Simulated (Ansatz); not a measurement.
Two members of one family (Series FeX2), computed with Ansatz in the gas phase; def2 core potentials for I, no spin–orbit coupling. HOMO and LUMO are taken over both spins. Binding counts from free atoms in the multiplicity of their measured ground term, without zero-point energy. Singlets are spin-restricted. Names give formal oxidation states. The structures are stationary points that may keep the symmetry of their start. Remarks come from the PBE and PBE0 runs and from stability tests at other levels; not every state was tested. HOMO above LUMO (over both spins in singlets and doublets, within one spin in higher multiplets; at PBE or PBE0), or a gap under 0.15 eV within one spin, warns that the state may not be the lowest or that an electron is smeared out.

First: FeI2 (quintet, charge 0, PBE0-D4/def2-TZVP geometry).

Cartesian coordinates in Å:
```
Fe 0.0162 -0.0035 0.0057
I 0.4240 -1.3621 -2.0278
I -0.4402 1.3656 2.0221
```

```json
{"level": "PBE-D4/def2-TZVP", "HOMO (eV)": "-5.47", "LUMO (eV)": "-5.09", "gap (eV)": "0.37", "binding per atom (eV)": "2.21"}
{"level": "PBE-D4/def2-TZVPD", "HOMO (eV)": "-5.49", "LUMO (eV)": "-5.11", "gap (eV)": "0.37", "binding per atom (eV)": "2.21"}
{"level": "r2SCAN-D4/def2-TZVP", "HOMO (eV)": "-6.04", "LUMO (eV)": "-4.87", "gap (eV)": "1.17", "binding per atom (eV)": "2.20"}
{"level": "PBE0-D4/def2-SVP", "HOMO (eV)": "-7.60", "LUMO (eV)": "-3.71", "gap (eV)": "3.89", "binding per atom (eV)": "2.13"}
{"level": "HSE06-D4/def2-TZVP", "HOMO (eV)": "-7.32", "LUMO (eV)": "-4.11", "gap (eV)": "3.21", "binding per atom (eV)": "2.16"}
```

Metal–donor distances: 2 × I 2.48 Å. Remarks: HOMO above LUMO (singlet), restricted SCF unstable at other levels (singlet), restricted SCF unstable (singlet), spin-contaminated (⟨S²⟩ up to 3.01) (triplet).

Second: Fe(NH2)2 (quintet, charge 0, PBE0-D4/def2-TZVP geometry).

```xyz
7

Fe    0.0001   -0.0001    0.0000
N     1.4210   -1.1662   -0.1974
H     2.3823   -0.9014   -0.3517
H     1.3656   -2.1729   -0.1708
N    -1.4210    1.1657    0.1983
H    -2.0000    1.5214   -0.5484
H    -1.7480    1.5535    1.0700
```

Question: Estimate the same table for the second.

Answer: 
```csv
level,HOMO (eV),LUMO (eV),gap (eV),binding per atom (eV)
PBE-D4/def2-TZVP,-3.72,-3.34,0.38,3.31
PBE-D4/def2-TZVPD,-3.91,-3.51,0.40,3.33
r2SCAN-D4/def2-TZVP,-4.12,-2.94,1.18,3.20
PBE0-D4/def2-SVP,-5.76,-1.64,4.12,3.14
HSE06-D4/def2-TZVP,-5.85,-2.36,3.49,3.19
```

Metal–donor distances: 2 × N 1.85 Å. Remarks: restricted SCF unstable (singlet), spin-contaminated (⟨S²⟩ up to 2.65) (triplet).
